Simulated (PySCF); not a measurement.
# A small calculation by hand: chemical shift, span and skew from a shielding tensor

1-methylpyrrole (C₅H₇N), SMILES Cn1cccc1. Atoms are numbered in the order given.

```xyz
13

C      2.0756     0.0245     0.0000
N      0.6289    -0.0364     0.0000
C     -0.1711    -0.0133     1.1246
C     -1.4997     0.0147     0.7140
C     -1.4997     0.0147    -0.7140
C     -0.1711    -0.0133    -1.1246
H      2.4742    -0.4891    -0.8961
H      2.4484     1.0716     0.0000
H      2.4742    -0.4891     0.8961
H      0.2732    -0.0220     2.1263
H     -2.3745     0.0209     1.3741
H     -2.3745     0.0209    -1.3741
H      0.2732    -0.0220    -2.1263
```
Charge 0, spin multiplicity 1.

The structure is a stationary point at PBE-D3(BJ)/def2-SVP.

GIAO shieldings from PBE0/pcSseg-1 in PySCF, non-relativistic, no solvent. The symmetric part of the tensor of C1 has the principal values 125.1, 128.4, 185.0 ppm. The same nucleus in TMS has σ = 186.3 ppm at this level (PySCF, at its B3LYP-D3(BJ)/def2-TZVP geometry).

Work out the isotropic shielding, the ¹³C shift against TMS, the span and the skew.


σ(iso) = (σ11 + σ22 + σ33)/3 = 146.2 ppm. δ = σ(ref) − σ(iso) = 186.3 − (146.2) = 40.1 ppm.
Span Ω = σ33 − σ11 = 59.9 ppm. Skew κ = 3(σ(iso) − σ22)/Ω = 0.89. Tumbling in solution averages the tensor to δ; in a static solid the shielding alone would spread this spin-1/2 line over Ω.
